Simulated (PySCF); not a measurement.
C5H9NO2.
Cartesian coordinates in Å at the GFN2-xTB level; atoms count from 1:
```xyz
17
C5H9NO2 angstrom
C     -2.4654   -1.2649    0.2874
N     -1.5525   -0.7689   -0.4060
C     -0.5130    0.0108    0.2107
C     -0.6693    1.4609   -0.2491
C      0.8345   -0.5582   -0.2480
C      1.9997    0.0603    0.4771
O      1.9542    0.6779    1.5060
O      3.1523   -0.1757   -0.1650
H     -2.5392   -1.1674    1.3778
H     -3.2428   -1.8284   -0.2082
H     -0.5624   -0.0284    1.3130
H     -0.6598    1.5066   -1.3352
H     -1.6129    1.8664    0.1078
H      0.1427    2.0624    0.1486
H      0.8648   -1.6338   -0.0532
H      0.9643   -0.4189   -1.3214
H      3.8979    0.2113    0.3210
```

Computed with TDDFT B3LYP/def2-SVPD, vertical, gas phase, core orbitals frozen in the response in PySCF 2.14.0, density-fitted response routines.

Ground-to-excited transition dipoles (e·a0, same axes as the geometry; the sign carries no meaning), for the states with f of 0.002 or more among the lowest 8:

```json
{"state": "S4", "E (eV)": "6.672", "μx": "0.193", "μy": "0.016", "μz": "0.032"}
{"state": "S5", "E (eV)": "6.697", "μx": "-0.352", "μy": "-0.108", "μz": "-0.068"}
{"state": "S6", "E (eV)": "7.032", "μx": "0.015", "μy": "-0.118", "μz": "-0.235"}
{"state": "S7", "E (eV)": "7.222", "μx": "0.527", "μy": "0.164", "μz": "0.143"}
{"state": "S8", "E (eV)": "7.516", "μx": "-0.126", "μy": "-0.026", "μz": "-0.241"}
```

**Question.** What oscillator strength does each state have?

**Answer.** f = (2/3) ΔE |μ|² with ΔE in hartree (27.2114 eV).

| state | \|μ\|² (au) | \|μ\| (D) | f |
| --- | --- | --- | --- |
| S4 | 0.038 | 0.50 | 0.006 |
| S5 | 0.140 | 0.95 | 0.023 |
| S6 | 0.070 | 0.67 | 0.012 |
| S7 | 0.326 | 1.45 | 0.058 |
| S8 | 0.075 | 0.70 | 0.014 |

**Question.** What angle do the transition dipoles of S6 and S8 make?

**Answer.** |cos θ| = |μa·μb| / (|μa| |μb|) = 0.80, so θ ≈ 37° (taken between 0 and 90°, since the signs are arbitrary).

**Question.** What peak molar absorption coefficient would the strongest computed level give as a lone Gaussian band 0.4 eV wide at half height?

**Answer.** ε(max) = 2.175×10⁸ f / FWHM, with the width in cm⁻¹. S7: 2.175×10⁸ × 0.0576 / 3226 ≈ 3900 L mol⁻¹ cm⁻¹.

One conformer stands for the species.
